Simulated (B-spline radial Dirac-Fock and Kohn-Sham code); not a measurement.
**X-ray form factors of lanthanum in several charge states**

Level of theory: Dirac-Fock orbitals of the configuration average with a finite nucleus; a radial B-spline solver.

Configurations: La²³⁺ [Ar] 3d10 4s2 4p4; La²⁷⁺ [Ar] 3d10 4s2; La³⁰⁺ [Ar] 3d9; La³¹⁺ [Ar] 3d8; La³²⁺ [Ar] 3d7; La³³⁺ [Ar] 3d6. The first column is f₀ of La²³⁺, the others are differences from it.

```tsv
s (Å⁻¹)	La²³⁺	Δ La²⁷⁺	Δ La³⁰⁺	Δ La³¹⁺	Δ La³²⁺	Δ La³³⁺
0	34.000	-4.000	-7.000	-8.000	-9.000	-10.000
0.05	33.925	-3.967	-6.951	-7.950	-8.948	-9.946
0.1	33.701	-3.871	-6.807	-7.800	-8.793	-9.787
0.15	33.335	-3.714	-6.573	-7.557	-8.541	-9.527
0.2	32.837	-3.503	-6.257	-7.228	-8.201	-9.176
0.25	32.219	-3.247	-5.870	-6.827	-7.785	-8.745
0.3	31.496	-2.954	-5.427	-6.365	-7.306	-8.248
0.35	30.685	-2.636	-4.942	-5.859	-6.779	-7.702
0.4	29.806	-2.303	-4.431	-5.323	-6.220	-7.121
0.45	28.874	-1.965	-3.908	-4.774	-5.645	-6.521
0.5	27.909	-1.634	-3.389	-4.226	-5.069	-5.919
0.6	25.941	-1.023	-2.411	-3.185	-3.967	-4.758
0.7	24.008	-0.521	-1.577	-2.282	-2.999	-3.725
0.8	22.186	-0.155	-0.931	-1.565	-2.212	-2.871
0.9	20.511	+0.075	-0.483	-1.045	-1.621	-2.210
1	18.993	+0.186	-0.214	-0.704	-1.210	-1.731
1.1	17.623	+0.206	-0.088	-0.510	-0.949	-1.403
1.2	16.379	+0.167	-0.064	-0.422	-0.797	-1.187
1.4	14.189	+0.018	-0.164	-0.409	-0.670	-0.947
1.6	12.294	-0.108	-0.280	-0.436	-0.606	-0.791
```

Values without a named source are computed, but for edge energies of neutral atoms, which are taken from tables.
